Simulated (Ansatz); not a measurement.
Two isomers of CH7GeNSi: A = `[SiH3][GeH]1[CH2][NH]1`, B = `[SiH3]/N=[CH]\[GeH3]`.

Isolated molecules relaxed with PBE0-D4/def2-TZVP in Ansatz; ΔE leaves out vibrations. CCSD(T)/CBS adds triple-zeta CCSD(T) − MP2 to the extrapolated MP2 energy (def2 sets, frozen cores). Functionals use def2-TZVPP. B3LYP here is the variant with VWN-RPA as its local correlation; programs differ in this. For Ge outer-core shells are correlated without core-valence functions, which leaves a few kJ/mol of doubt a bond. Scalar relativity is left out up to krypton.

Problem. Which is lower in electronic energy at CCSD(T)/CBS, and by how much? (An estimate is asked.)

Solution. Ansatz gave: B, by 8.3 kcal/mol.

Problem. Give E(B) − E(A) in kcal/mol with PBE0-D4, B3LYP-D4, HF/def2-TZVPP, PBE-D4, r2SCAN-D4, CCSD(T)/def2-TZVPP, B2PLYP. (An estimate is asked.)

Solution. Computed: PBE0-D4 -6.1, B3LYP-D4 -13.2, HF/def2-TZVPP -22.2, PBE-D4 -5.6, r2SCAN-D4 -7.7, CCSD(T)/def2-TZVPP -10.3, B2PLYP -11.6. None reverses the order clearly.

Largest T1 diagnostic: 0.013.

In def2-TZVPP, CCSD(T) changes the Hartree–Fock value by +11.9 kcal/mol (the triples alone add +1.3 kcal/mol) and MP2 by +14.5 kcal/mol.
